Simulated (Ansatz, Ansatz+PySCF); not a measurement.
```xyz
4

Al    0.0000    0.0000    0.0000
Cl    1.9126    0.0000    0.0000
Cl   -0.9563    1.6564    0.0000
Cl   -0.9563   -1.6564    0.0000
```

RHF-MP2 on singlet AlCl3 was run in several spherical basis sets with Ansatz (development build ahead of 0.2.0). Frozen core: 20 orbitals. Caution for RHF-MP2: no unrestricted run beside it, a lower state can exist.

Problem. Rank the basis sets by the total energy that they give, lowest first, with the distance from the lowest.
A. def2-TZVP
B. 6-31G(d)
C. def2-SVP
D. cc-pVDZ
E. cc-pVTZ

Solution. E (0.00 eV), A (0.84 eV), D (6.75 eV), B (9.34 eV), C (20.71 eV).

Totals follow the description of the cores as much as that of the bonds, so this order isn't one of quality for chemistry.
